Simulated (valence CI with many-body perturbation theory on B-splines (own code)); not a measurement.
**Forbidden lines of Sr32+**

Level of theory: relativistic CI+MBPT: four valence electrons over a frozen Dirac-Fock core [He], a basis of 11 s, 11 p, 9 d, 7 f, 5 g, 2 h, 1 i functions for each j, with the one-electron correlation potential Σ1, the two-electron term Σ2, the three-electron term Σ3, Breit, model QED; selected CI, second order for the rest (own B-spline code, finite nucleus).

No measured spectrum was set against this ion. As an estimate, large intervals hold to a few tenths of a per cent, small ones and those within an open d or f shell to about a per cent. Among the levels kept, up to 290 cm⁻¹ of a level comes from second order outside the variational space, and about a tenth of that is noise between levels of different J, which matters for small intervals.

Lines 1 to 39 of 39 in falling wavelength, among levels below 2580.7 eV, chosen from the decays that carry over 1 % of a level's rate. Wavelengths and rates use the calculated energies. Electric multipoles are in the length gauge, E1 and E2 with the static RPA response of the core. S is in atomic units (e²a₀⁴ for E2 and M2, e²a₀⁶ for E3), for M1 in squared Bohr magnetons. Weak lines are less certain than strong ones. Lines between different terms over intervals too small for the method are left out, as are lines whose strength nearly cancels. The highest levels of a list are the least certain.

Levels are named by their leading jj configuration (3d3/2^4 stands for four electrons in 3d with j = 3/2), which in mixed levels can hold well under half, so a name can repeat and another be missing. Letters in brackets count levels of one name in rising energy.

```csv
λ vac (nm),Upper,Lower,Type,A (s⁻¹),S (a.u.)
113.5,(2s^2 2p1/2 2p3/2) J=2,(2s^2 2p1/2 2p3/2) J=1,M1,4.32e+03,1.17e+00
19.36,(2s^2 2p1/2 2p3/2) J=1,(2s^2 2p1/2^2) J=0,M1,1.91e+06,1.54e+00
17.26,(2s^2 2p3/2^2) J=2,(2s^2 2p1/2 2p3/2) J=2,M1,1.95e+06,1.86e+00
16.54,(2s^2 2p1/2 2p3/2) J=2,(2s^2 2p1/2^2) J=0,E2,6.55e+02,3.61e-04
14.98,(2s^2 2p3/2^2) J=2,(2s^2 2p1/2 2p3/2) J=1,M1,2.13e+06,1.33e+00
11.45,(2s^2 2p3/2^2) J=0,(2s^2 2p1/2 2p3/2) J=1,M1,8.02e+06,4.46e-01
0.5900,(2s^2 2p3/2 3d5/2) J=4,(2s 2p3/2^3) J=2,E2,1.79e+08,1.03e-05
0.5744,(2s^2 2p3/2 3d5/2) J=4,(2s 2p1/2 2p3/2^2) J=2 [b],E2,1.89e+08,9.51e-06
0.5644,(2s^2 2p3/2 3d5/2) J=4,(2s 2p1/2 2p3/2^2) J=3,E2,1.70e+08,7.81e-06
0.5596,(2s^2 2p3/2 3d5/2) J=4,(2s 2p1/2 2p3/2^2) J=2 [a],E2,8.80e+07,3.88e-06
0.5568,(2s^2 2p3/2 3p1/2) J=2,(2s^2 2p3/2^2) J=0,E2,5.96e+09,1.42e-04
0.5540,(2s^2 2p1/2 3p1/2) J=1,(2s^2 2p1/2 2p3/2) J=2,E2,2.19e+10,3.07e-04
0.5531,(2s 2p1/2^2 3p1/2) J=0,(2s 2p1/2^2 2p3/2) J=2,E2,3.63e+10,1.68e-04
0.5524,(2s 2p1/2 2p3/2 3p3/2) J=4,(2s 2p1/2 2p3/2^2) J=3,E2,6.97e+09,2.88e-04
0.5513,(2s^2 2p1/2 3p1/2) J=1,(2s^2 2p1/2 2p3/2) J=1,E2,2.08e+10,2.84e-04
0.5512,(2s^2 2p3/2 3p1/2) J=1,(2s^2 2p3/2^2) J=2,E2,2.58e+10,3.52e-04
0.5505,(2s^2 2p3/2 3p1/2) J=2,(2s^2 2p3/2^2) J=2,E2,2.79e+10,6.29e-04
0.5500,(2s 2p1/2 2p3/2 3p3/2) J=0 [b],(2s 2p1/2 2p3/2^2) J=2 [b],E2,1.19e+10,5.34e-05
0.5497,(2s^2 2p1/2 3p1/2) J=0,(2s^2 2p1/2 2p3/2) J=2,E2,3.66e+10,1.64e-04
0.5475,(2s^2 2p3/2 3p3/2) J=3,(2s^2 2p3/2^2) J=2,E2,1.33e+10,4.09e-04
0.5474,(2s^2 2p1/2 3p3/2) J=1,(2s^2 2p1/2 2p3/2) J=2,E2,9.83e+09,1.29e-04
0.5473,(2s^2 2p3/2 3p3/2) J=1,(2s^2 2p3/2^2) J=2,E2,1.53e+10,2.01e-04
0.5469,(2s^2 2p1/2 3p3/2) J=2,(2s^2 2p1/2 2p3/2) J=2,E2,1.42e+10,3.09e-04
0.5448,(2s^2 2p1/2 3p3/2) J=1,(2s^2 2p1/2 2p3/2) J=1,E2,1.11e+10,1.43e-04
0.5443,(2s^2 2p1/2 3p3/2) J=2,(2s^2 2p1/2 2p3/2) J=1,E2,6.69e+09,1.43e-04
0.5425,(2s 2p1/2 2p3/2 3d5/2) J=5,(2s 2p1/2 2p3/2^2) J=3,M2,3.18e+08,1.47e-05
0.5425,(2s^2 2p3/2 3d5/2) J=4,(2s 2p1/2^2 2p3/2) J=2,E2,2.11e+08,7.96e-06
0.5410,(2s^2 2p3/2 3p3/2) J=0,(2s^2 2p3/2^2) J=2,E2,5.04e+10,2.09e-04
0.5369,(2s^2 2p3/2 3d5/2) J=4,(2s^2 2p3/2^2) J=2,M2,2.96e+08,1.06e-05
0.5363,(2s 2p1/2 2p3/2 3p3/2) J=0 [b],(2s 2p1/2 2p3/2^2) J=2 [a],E2,1.17e+10,4.62e-05
0.5313,(2s 2p1/2 2p3/2 3p3/2) J=4,(2s 2p1/2^2 2p3/2) J=2,E2,2.54e+10,8.65e-04
0.5307,(2s^2 2p3/2 3p3/2) J=3,(2s^2 2p1/2 2p3/2) J=2,E2,1.21e+10,3.19e-04
0.5305,(2s^2 2p3/2 3p3/2) J=1,(2s^2 2p1/2 2p3/2) J=2,E2,1.34e+10,1.51e-04
0.5294,(2s^2 2p1/2 3p3/2) J=2,(2s^2 2p1/2^2) J=0,E2,1.83e+10,3.40e-04
0.5282,(2s^2 2p3/2 3p3/2) J=3,(2s^2 2p1/2 2p3/2) J=1,E2,1.33e+10,3.41e-04
0.5246,(2s^2 2p3/2 3p3/2) J=0,(2s^2 2p1/2 2p3/2) J=2,E2,2.05e+10,7.27e-05
0.5222,(2s 2p1/2 2p3/2 3d5/2) J=5,(2s 2p1/2^2 2p3/2) J=2,E3,3.53e+07,1.31e-04
0.5207,(2s^2 2p3/2 3d5/2) J=4,(2s^2 2p1/2 2p3/2) J=2,M2,6.23e+07,1.92e-06
0.5027,(2s 2p1/2 2p3/2 3d3/2) J=4,(2s^2 2p1/2 2p3/2) J=2,E2,1.78e+10,4.59e-04
```
